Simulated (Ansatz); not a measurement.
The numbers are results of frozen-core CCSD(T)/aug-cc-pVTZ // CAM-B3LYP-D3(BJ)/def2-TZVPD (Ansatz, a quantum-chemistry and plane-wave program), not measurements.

Ansatz 0.2 input:
```yaml
crystal:
  periodic: [false, false, false]
  atoms:
    - { symbol: O, position_ang: [-0.836171, -1.312852, 0.048502] }
    - { symbol: B, position_ang: [-0.021035, -0.22669, -0.001464] }
    - { symbol: O, position_ang: [-0.591871, 1.022695, 0.061396] }
    - { symbol: O, position_ang: [1.317835, -0.472406, -0.111644] }
    - { symbol: H, position_ang: [-1.764219, -1.077601, 0.125747] }
    - { symbol: H, position_ang: [0.004175, 1.772531, 0.024232] }
    - { symbol: H, position_ang: [1.891288, 0.294324, -0.146769] }
basis:
  gaussian: { orbitals: aug-cc-pVTZ }
correlation:
  method: ccsd_t
```

Output:

```
Functional definition: HF
1488 factors; integrals over basis functions are off by at most 1.1e-3 eV
mean field evaluation 1: about -6833.2835 eV, gradient 5.4e1 eV
mean field evaluation 2: about -6833.2838 eV, gradient 5.4e1 eV
mean field evaluation 4: about -6838.1468 eV, gradient 2.8e0 eV
mean field evaluation 8: about -6838.1740 eV, gradient 2.2e-1 eV
mean field evaluation 16: about -6838.1726 eV, gradient 5.7e-1 eV
mean field -6838.17410556 eV, -251.2982632984 hartree, gradient 2.4e-6 eV, S^2 0.000000; 0 other end points of the search recorded, 0 dependent functions left out
4 core orbitals not correlated
reference -6838.17410556 eV, -251.2982632984 hartree; 12, 12 occupied and 237, 237 virtual orbitals, 1488 factors
second order -22.68866084 eV of doubles, -0.00000000 eV of singles
cycle   1  -22.34738471 eV  change    3.4e-1 eV  update   9.1e-2
cycle   2  -22.79538133 eV  change   -4.5e-1 eV  update   2.5e-2
cycle   3  -22.89843704 eV  change   -1.0e-1 eV  update   1.2e-2
cycle   4  -22.88073488 eV  change    1.8e-2 eV  update   2.5e-3
cycle   5  -22.87955402 eV  change    1.2e-3 eV  update   1.1e-3
cycle   6  -22.88010447 eV  change   -5.5e-4 eV  update   3.0e-4
cycle   7  -22.87993771 eV  change    1.7e-4 eV  update   9.9e-5
cycle   8  -22.87986423 eV  change    7.3e-5 eV  update   2.9e-5
cycle   9  -22.87986090 eV  change    3.3e-6 eV  update   9.2e-6
perturbative correction -0.84507223 eV, -0.0310558316 hartree
Total energy: -6861.89903868 eV, -252.1701385094 hartree
```

Cost: about 6 core-minutes (a rough figure).
